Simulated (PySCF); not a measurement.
ethenylcyclopropane (C5H8), SMILES C=CC1CC1.

Geometry: B3LYP-D3(BJ)/def2-SVP. The values are those of a single conformer.

These are B3LYP-D3(BJ)/def2-SVP run with PySCF values and carry that method's errors.

Harmonic, unscaled wavenumbers; measured fundamentals usually lie a few per cent lower.

| mode | ν (cm⁻¹) | IR (km/mol) | moving atoms (share of kinetic energy) |
|---|---|---|---|
| 1 | 120 | 0.1 | C 65 %, H 35 % |
| 2 | 274 | 1.2 | C 61 %, H 39 % |
| 3 | 314 | 0.9 | H 58 %, C 42 % |
| 4 | 449 | 1.2 | C 73 %, H 27 % |
| 5 | 678 | 4.6 | H 65 %, C 35 % |
| 6 | 766 | 0.3 | H 88 %, C 12 % |
| 7 | 823 | 6.2 | H 64 %, C 36 % |
| 8 | 825 | 1.2 | H 61 %, C 39 % |
| 9 | 912 | 37.4 | H 53 %, C 47 % |
| 10 | 926 | 8.7 | C 50 %, H 50 % |
| 11 | 967 | 40.2 | C 60 %, H 40 % |
| 12 | 1000 | 4.6 | H 84 %, C 16 % |
| 13 | 1022 | 5.2 | H 89 %, C 11 % |
| 14 | 1051 | 1.3 | H 66 %, C 34 % |
| 15 | 1068 | 5.0 | H 72 %, C 28 % |
| 16 | 1120 | 1.6 | H 89 %, C 11 % |
| 17 | 1181 | 0.7 | H 70 %, C 30 % |
| 18 | 1217 | 1.6 | H 52 %, C 48 % |
| 19 | 1230 | 3.5 | C 53 %, H 47 % |
| 20 | 1305 | 2.9 | H 80 %, C 20 % |
| 21 | 1348 | 0.7 | H 65 %, C 35 % |
| 22 | 1438 | 1.7 | H 92 %, C 8 % |
| 23 | 1447 | 0.0 | H 79 %, C 21 % |
| 24 | 1491 | 1.0 | H 63 %, C 37 % |
| 25 | 1719 | 30.9 | C 87 %, H 13 % |
| 26 | 3119 | 6.7 | H 93 % |
| 27 | 3119 | 16.4 | H 96 % |
| 28 | 3124 | 12.5 | H 94 % |
| 29 | 3136 | 2.3 | H 94 % |
| 30 | 3146 | 10.4 | H 92 %, C 8 % |
| 31 | 3208 | 0.1 | H 89 %, C 11 % |
| 32 | 3219 | 12.4 | H 89 %, C 11 % |
| 33 | 3230 | 11.8 | H 89 %, C 11 % |
